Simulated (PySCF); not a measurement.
# What a mistake does to a calculation on BC2GeH7

Calculated results; nothing here was measured. The program is PySCF 2.14.0, an open-source quantum chemistry code, run on an isolated molecule that a program drew, which may never have been made. The molecule is BC2GeH7 (charge 0, singlet), drawn as the SMILES string `CB[CH2][GeH]`.

Each row is a Hartree-Fock (HF) and frozen-core CCSD(T) single point in the cc-pVDZ basis, meant for a local HF minimum. Run 1 is clean. Each other run has one planted mistake out of seven kinds, and not every kind appears here: one electron removed, one electron added, multiplicity raised by two, geometry at a saddle point, minimal basis STO-3G, one bond length entered in bohr, all coordinates scaled. The reference is restricted for singlets and unrestricted otherwise, and also for a bond in bohr. Adding or removing an electron swaps singlet and doublet. Electrons count all cores. HOMO and LUMO are orbital energies over both spins, the gradient is its largest component, and the lowest frequency (negative if imaginary) is given only where the gradient is small. Bond lengths are over the 10 bonds as drawn. T1 is the CCSD diagnostic: over 0.02 (restricted) or 0.045 (unrestricted) a single reference is doubtful. Germanium has the cc-pVDZ-PP basis, with a core potential (ECP10MDF) in place of its 10 inner electrons, and its 3s, 3p and 3d shells are frozen in CCSD(T).

Geometry of the clean run:
```xyz
11
BC2GeH7, angstrom
C    -1.1016   -1.1831    0.2137
B    -0.1915   -0.0597   -0.4343
C     1.1935   -0.3453   -1.0717
Ge    0.8422   -0.7113   -3.0435
H    -0.7582   -2.2068    0.0376
H    -2.1471   -1.1017   -0.0980
H    -1.0985   -1.0224    1.3009
H    -0.6082    1.0735   -0.4513
H     1.8844    0.5062   -1.1108
H     1.7441   -1.2197   -0.7118
H    -0.6789   -0.2384   -3.0732
```

| run | electrons | basis functions | <S^2> | HOMO (eV) | LUMO (eV) | gradient (hartree/bohr) | lowest frequency (cm^-1) | mean bond (Å) | longest bond (Å) | T1 | HF (hartree) | CCSD(T) (hartree) | mistake |
|---|---|---|---|---|---|---|---|---|---|---|---|---|---|
| 1 | 56 | 100 | 0.000 | -8.76 | 0.43 | 6.3e-06 | 53 | 1.3451 | 2.036 | 0.0128 | -397.84753 | -398.37506 | no fault |
| 2 | 56 | 100 | 0.927 | -8.74 | 0.39 | 2.5e-02 | - | 1.4860 | 2.994 | 0.0491 | -397.71121 | -398.21973 | one bond length entered in bohr |
| 3 | 55 | 100 | 0.784 | -16.62 | -6.87 | 4.7e-02 | - | 1.3451 | 2.036 | 0.0202 | -397.56139 | -398.05889 | one electron removed |
| 4 | 56 | 100 | 2.008 | -7.70 | -0.38 | 3.6e-02 | - | 1.3451 | 2.036 | 0.0145 | -397.81007 | -398.31927 | ? |
| 5 | 56 | 100 | 0.000 | -8.71 | 0.52 | 3.0e-02 | - | 1.2966 | 1.963 | 0.0126 | -397.83496 | -398.35744 | ? |

**Which mistake was planted in run 4, and what did it cost?**

Electrons, basis and geometry are unchanged, and <S^2> is 2.008, beside S(S+1) = 2.00 for a multiplicity of 3. So the mistake is: multiplicity raised by two. Subtracting run 1 and multiplying by 627.51 kcal/mol a hartree, the energy moved by 23.5 kcal/mol in HF and 35.0 kcal/mol in CCSD(T).

**Which mistake was planted in run 5, and what did it cost?**

The mean and the longest bond both change by the same factor, 0.964, and the gradient is no longer small. So the mistake is: all coordinates scaled. Subtracting run 1 and multiplying by 627.51 kcal/mol a hartree, the energy moved by 7.9 kcal/mol in HF and 11.1 kcal/mol in CCSD(T).

Cautions from the logs. Run 2: T1 is over the limit, so its CCSD(T) energy is less reliable.
